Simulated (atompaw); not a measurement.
**u(r) = r·R(r): atom against pseudo-atom (tin)**

Columns: radius, all-electron u(r) and pseudo u(r) of the 4d shell (level -27.75 eV) of tin in the configuration [Kr] 4d10 5s2 5p1.75; LDA (PW92), scalar-relativistic, PAW (atompaw) scheme, atompaw 4.2.0.5.

```
r (bohr)  all-electron  pseudo
   0.115       -0.3636  0.0077
   0.231       -0.5230  0.0583
   0.346       -0.1743  0.1757
   0.462        0.3008  0.3583
   0.577        0.6784  0.5722
   0.692        0.9100  0.7736
   0.808        1.0147  0.9213
   0.923        1.0286  0.9889
   1.038        0.9872  0.9799
   1.154        0.9149  0.9165
   1.269        0.8295  0.8300
   1.385        0.7398  0.7398
   1.500        0.6533  0.6533
   1.615        0.5724  0.5724
   1.731        0.4980  0.4980
   1.846        0.4319  0.4319
   1.962        0.3729  0.3729
   2.077        0.3216  0.3216
   2.192        0.2767  0.2767
   2.308        0.2374  0.2374
   2.423        0.2037  0.2037
   2.538        0.1746  0.1746
   2.654        0.1493  0.1493
   2.769        0.1278  0.1278
   2.885        0.1091  0.1091
   3.000        0.0933  0.0933
```

(1) How many radial nodes do the two functions have?

(2) At about which radius was the pseudo-wave matched?

(3) Is the pseudo-wave norm-conserving?

## Answers

(1) The all-electron 4d function has n − l − 1 = 1; the pseudo-wave has 0, since the states of the same l below it are removed with the core.

(2) 1.35 bohr, where the columns begin to agree (steps of 0.12 bohr).

(3) No, it belongs to a PAW set: the norm inside the radius is not constrained, and the difference is carried by the augmentation charge.
